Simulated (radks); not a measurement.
Results of a calculation; reference values are marked as such.
Excited configurations of the rhenium ion Re3+: one electron is placed in a higher orbital outside [Xe] 4f14 5d3. The ground configuration is [Xe] 4f14 5d4. Level of theory: Dirac Kohn-Sham, PBE, spin-unpolarised, spherical densities, finite nucleus; open shells are shared between the two j in proportion to 2j + 1; Fermi nuclear charge, rms radius 5.3698 fm (a radial shooting solver on a logarithmic mesh with Libxc functionals). Excitation = E - E(ground); binding = E(ion) - E, where the ion is the core of charge +4; n* = 4/sqrt(2 binding) in atomic units, and the quantum defect is n - n*. Eigenvalue and <r> are those of j = l + 1/2.

| outer orbital | excitation (eV) | binding (eV) | eigenvalue (eV) | <r> (bohr) |
|---|---|---|---|---|
| 6s | 4.179 | 35.155 | -30.831 | 2.486 |
| 6d | 21.970 | 17.364 | -14.935 | 4.167 |
| 6f | 29.540 | 9.794 | -8.458 | 6.959 |
| 7s | 21.745 | 17.589 | -15.667 | 4.788 |
| 7p | 24.701 | 14.633 | -12.797 | 5.599 |
| 7d | 28.659 | 10.675 | -9.371 | 7.184 |

The Delta-SCF ionisation energy is 39.334 eV (NIST Atomic Spectra Database: 39 eV, theoretical). Self-interaction in the functional shifts the binding energies and quantum defects, so they are the method's values and not measured ones. Spin polarisation and multiplet splitting are left out, so open shells lie too high by an amount that depends on their filling. Sharing an open shell by 2j + 1 raises it above the true ground level by a part of the spin-orbit splitting, which enters the differences from NIST.

Beside tabulated values, note that spin-unpolarised runs miss the spin-polarisation part of the exchange energy of open shells.
